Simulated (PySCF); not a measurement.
C₂H₃ClN₂Si, SMILES C1=N[SiH](N=C1)Cl.

Geometry optimised at PBE0-D3(BJ)/def2-SVP. The structure was generated by enumeration, and PubChem lists no compound with its InChIKey, so it may never have been made.

These are PySCF with SMD-PBE0/def2-SVP values and carry that method's errors.

Solvation free energies are E(SMD) − E(gas) at the gas-phase geometry, for 1 M in both phases. In vacuum the dipole moment is 2.09 D.

Computed solvation free energies in water, toluene, ethanol:
| solvent | ΔG(solv) (kcal/mol) | its non-electrostatic (CDS) part | dipole (D) |
|---|---|---|---|
| water | -5.1 | 1.7 | 3.14 |
| toluene | -3.9 | -0.9 | 2.55 |
| ethanol | -6.2 | 0.3 | 3.09 |
